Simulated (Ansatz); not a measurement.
GeH6NSi (`[SiH3][N][GeH3]`) radical. Charge 0, multiplicity 2.

```xyz
9

Si    0.778   -0.494    1.298
N    -0.656   -0.403    0.333
Ge   -0.850    0.453   -1.291
H     2.053   -0.214    0.573
H     0.865   -1.843    1.917
H     0.604    0.532    2.365
H    -1.066   -0.669   -2.321
H     0.376    1.302   -1.685
H    -2.103    1.335   -1.188
```

(1) What are the harmonic wavenumbers in cm⁻¹ at PBE0-D4/def2-TZVP (Ansatz, finite differences of forces, unscaled)? (Estimate.)

(2) Is this a minimum?

(3) Give the ideal-gas thermochemistry at 298.15 K and 1 bar (rigid rotor, harmonic oscillator; point group C1, symmetry number 1).

(4) And at 400, 500, 600, 800 and 1000 K?

Results:

(1) Ansatz gave: 27, 46, 128, 481, 549, 591, 649, 695, 821, 863, 874, 905, 930, 953, 970, 2127, 2151, 2164, 2189, 2194, 2225.

(2) Yes, all 21 modes are real.

(3) Zero-point energy 134.8 kJ/mol; H(298) − E = 154.2 kJ/mol; entropy 354.1 J/(mol·K), of which translation 168.6, rotation 106.9, vibration 72.8, electronic 5.8; G(298) − E = 48.7 kJ/mol. Modes under 100 cm⁻¹ are hindered rotations or soft bends, so the harmonic entropy is rough.

(4) 
```json
{"T (K)": "400", "H − E (kJ/mol)": "164.9", "S (J/mol/K)": "384.7", "G − E (kJ/mol)": "11.0"}
{"T (K)": "500", "H − E (kJ/mol)": "177.1", "S (J/mol/K)": "411.8", "G − E (kJ/mol)": "-28.8"}
{"T (K)": "600", "H − E (kJ/mol)": "190.6", "S (J/mol/K)": "436.4", "G − E (kJ/mol)": "-71.3"}
{"T (K)": "800", "H − E (kJ/mol)": "220.6", "S (J/mol/K)": "479.5", "G − E (kJ/mol)": "-163.0"}
{"T (K)": "1000", "H − E (kJ/mol)": "253.7", "S (J/mol/K)": "516.4", "G − E (kJ/mol)": "-262.7"}
```
